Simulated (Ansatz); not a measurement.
Geometry optimisation of the cluster Be11⁻.

```yaml
crystal:
  periodic: [false, false, false]
  atoms:
    - {symbol: Be, position_ang: [1.647470, -1.500550, 0.714900]}
    - {symbol: Be, position_ang: [2.590100, 0.010970, 1.530130]}
    - {symbol: Be, position_ang: [-1.147250, -0.867750, -1.765150]}
    - {symbol: Be, position_ang: [0.620710, 0.916490, -1.241450]}
    - {symbol: Be, position_ang: [-0.908220, 0.173670, 1.511790]}
    - {symbol: Be, position_ang: [-1.571740, 1.082870, -1.455460]}
    - {symbol: Be, position_ang: [-0.501940, -1.574330, 0.470400]}
    - {symbol: Be, position_ang: [1.202250, 1.380480, 1.195780]}
    - {symbol: Be, position_ang: [-2.189950, -0.310920, -0.006930]}
    - {symbol: Be, position_ang: [0.815080, -1.120270, -1.196110]}
    - {symbol: Be, position_ang: [-0.556510, 1.809340, 0.242110]}
basis:
  gaussian: {orbitals: def2-SVPD}
total_charge: -1
magnetization: {spin_polarized: true, initial_magnetization: 1}
hamiltonian: {xc: r2scan}
scf: {lower_state_search: "off"}
output: {orbitals: {seedname: orbitals}}
relax: {f_tol: 0.02, max_steps: 100}
```

```sh
$ ansatz run in.yaml --threads 4 --pin off --events-out ev --progress --plain --max-ram 4787MiB
```

Shortened log:

```
Functional definition: r2SCAN
mean field -4403.22098147 eV, -161.8153864585 hartree, gradient 9.6e-6 eV, S^2 0.773541; 0 other end points of the search recorded, 0 dependent functions left out
relax step   1: F+E_penalty+E_count = -4403.22098147 eV  Δ(F+E_penalty+E_count) = +0.000e0 eV  max|allowed force component| = 1.174e0 eV/Å  Δτ_max = 0.0000 Å  (34 SCF iters, accepted)
mean field -4404.01052621 eV, -161.8444016928 hartree, gradient 8.8e-6 eV, S^2 0.789148; 0 other end points of the search recorded, 0 dependent functions left out
relax step   2: F+E_penalty+E_count = -4404.01052621 eV  Δ(F+E_penalty+E_count) = -7.895e-1 eV  max|allowed force component| = 5.669e-1 eV/Å  Δτ_max = 0.1954 Å  (70 SCF iters, accepted)
mean field -4404.41426407 eV, -161.8592387855 hartree, gradient 7.1e-6 eV, S^2 0.919729; 0 other end points of the search recorded, 0 dependent functions left out
relax step   3: F+E_penalty+E_count = -4404.41426407 eV  Δ(F+E_penalty+E_count) = -4.037e-1 eV  max|allowed force component| = 6.268e-1 eV/Å  Δτ_max = 0.1912 Å  (52 SCF iters, accepted)
mean field -4404.66420192 eV, -161.8684238320 hartree, gradient 3.6e-6 eV, S^2 1.056092; 0 other end points of the search recorded, 0 dependent functions left out
relax step   4: F+E_penalty+E_count = -4404.66420192 eV  Δ(F+E_penalty+E_count) = -2.499e-1 eV  max|allowed force component| = 2.638e-1 eV/Å  Δτ_max = 0.1994 Å  (49 SCF iters, accepted)
mean field -4404.74572773 eV, -161.8714198502 hartree, gradient 5.8e-6 eV, S^2 1.164138; 0 other end points of the search recorded, 0 dependent functions left out
relax step   5: F+E_penalty+E_count = -4404.74572773 eV  Δ(F+E_penalty+E_count) = -8.153e-2 eV  max|allowed force component| = 2.306e-1 eV/Å  Δτ_max = 0.1933 Å  (48 SCF iters, accepted)
mean field -4404.81903363 eV, -161.8741137925 hartree, gradient 2.6e-6 eV, S^2 1.216714; 0 other end points of the search recorded, 0 dependent functions left out
relax step   6: F+E_penalty+E_count = -4404.81903363 eV  Δ(F+E_penalty+E_count) = -7.331e-2 eV  max|allowed force component| = 2.889e-1 eV/Å  Δτ_max = 0.1950 Å  (46 SCF iters, accepted)
mean field -4404.92098642 eV, -161.8778604881 hartree, gradient 2.1e-6 eV, S^2 1.235299; 0 other end points of the search recorded, 0 dependent functions left out
relax step   7: F+E_penalty+E_count = -4404.92098642 eV  Δ(F+E_penalty+E_count) = -1.020e-1 eV  max|allowed force component| = 4.036e-1 eV/Å  Δτ_max = 0.1936 Å  (46 SCF iters, accepted)
mean field -4405.07225014 eV, -161.8834193274 hartree, gradient 2.8e-6 eV, S^2 1.196324; 0 other end points of the search recorded, 0 dependent functions left out
relax step   8: F+E_penalty+E_count = -4405.07225014 eV  Δ(F+E_penalty+E_count) = -1.513e-1 eV  max|allowed force component| = 5.454e-1 eV/Å  Δτ_max = 0.1943 Å  (46 SCF iters, accepted)
mean field -4405.29421968 eV, -161.8915765577 hartree, gradient 2.3e-6 eV, S^2 1.042052; 0 other end points of the search recorded, 0 dependent functions left out
relax step   9: F+E_penalty+E_count = -4405.29421968 eV  Δ(F+E_penalty+E_count) = -2.220e-1 eV  max|allowed force component| = 8.480e-1 eV/Å  Δτ_max = 0.1970 Å  (53 SCF iters, accepted)
mean field -4405.59038903 eV, -161.9024605806 hartree, gradient 7.5e-6 eV, S^2 0.788968; 0 other end points of the search recorded, 0 dependent functions left out
relax step  10: F+E_penalty+E_count = -4405.59038903 eV  Δ(F+E_penalty+E_count) = -2.962e-1 eV  max|allowed force component| = 9.588e-1 eV/Å  Δτ_max = 0.1949 Å  (71 SCF iters, accepted)
mean field -4405.87651828 eV, -161.9129756364 hartree, gradient 2.8e-6 eV, S^2 0.785018; 0 other end points of the search recorded, 0 dependent functions left out
relax step  11: F+E_penalty+E_count = -4405.87651828 eV  Δ(F+E_penalty+E_count) = -2.861e-1 eV  max|allowed force component| = 6.700e-1 eV/Å  Δτ_max = 0.1949 Å  (51 SCF iters, accepted)
mean field -4406.02280261 eV, -161.9183514866 hartree, gradient 3.1e-6 eV, S^2 0.784037; 0 other end points of the search recorded, 0 dependent functions left out
relax step  12: F+E_penalty+E_count = -4406.02280261 eV  Δ(F+E_penalty+E_count) = -1.463e-1 eV  max|allowed force component| = 2.892e-1 eV/Å  Δτ_max = 0.2000 Å  (39 SCF iters, accepted)
mean field -4406.03272934 eV, -161.9187162870 hartree, gradient 2.2e-6 eV, S^2 0.781331; 0 other end points of the search recorded, 0 dependent functions left out
relax step  13: F+E_penalty+E_count = -4406.03272934 eV  Δ(F+E_penalty+E_count) = -9.927e-3 eV  max|allowed force component| = 1.899e-1 eV/Å  Δτ_max = 0.0990 Å  (45 SCF iters, accepted)
mean field -4406.04857315 eV, -161.9192985363 hartree, gradient 3.1e-6 eV, S^2 0.783105; 0 other end points of the search recorded, 0 dependent functions left out
relax step  14: F+E_penalty+E_count = -4406.04857315 eV  Δ(F+E_penalty+E_count) = -1.584e-2 eV  max|allowed force component| = 5.097e-2 eV/Å  Δτ_max = 0.0771 Å  (37 SCF iters, accepted)
mean field -4406.04962739 eV, -161.9193372789 hartree, gradient 7.2e-6 eV, S^2 0.782855; 0 other end points of the search recorded, 0 dependent functions left out
relax step  15: F+E_penalty+E_count = -4406.04962739 eV  Δ(F+E_penalty+E_count) = -1.054e-3 eV  max|allowed force component| = 1.496e-2 eV/Å  Δτ_max = 0.0134 Å  (34 SCF iters, accepted)
Total energy: -4406.04968531 eV, -161.9193394074 hartree
Atom 0 at     1.146734    -1.042332     1.369570 Å, force     0.014959    -0.002692     0.006233 eV/Å
Atom 1 at     2.418968     0.036219     0.223673 Å, force    -0.006128    -0.007249     0.000713 eV/Å
Atom 2 at    -0.730799    -0.744259    -1.712343 Å, force    -0.003944     0.003061     0.003467 eV/Å
Atom 3 at     0.614133     0.746205    -0.795499 Å, force     0.000385     0.000156     0.002327 eV/Å
Atom 4 at    -0.789184    -0.046470     1.555728 Å, force     0.000632     0.004262    -0.005960 eV/Å
Atom 5 at    -1.371175     1.234587    -1.577685 Å, force    -0.010438    -0.000927    -0.000355 eV/Å
Atom 6 at    -0.588894    -1.626712     0.228615 Å, force     0.007274     0.001239    -0.003011 eV/Å
Atom 7 at     1.011459     1.084457     1.348186 Å, force     0.001271     0.000737     0.003512 eV/Å
Atom 8 at    -2.059173    -0.066249    -0.188423 Å, force    -0.010680     0.007587    -0.010666 eV/Å
Atom 9 at     1.147978    -1.283025    -0.876712 Å, force     0.009655    -0.008840     0.000727 eV/Å
Atom 10 at    -0.800047     1.707578     0.424900 Å, force    -0.002987     0.002665     0.003012 eV/Å
Dipole moment:     0.030350     0.036923    -0.039145 e Å
Checks for a lower state left out: stability, starts, cluster_reference, orbital_swaps, neighbouring_geometries, increment
```

Hardware: 4 threads of Arm Neoverse V1 on a shared host. Wall time 1.9 min.

The relaxation made no stability test and no search for a lower SCF solution. The structure comes from a short search, and lower isomers may exist.
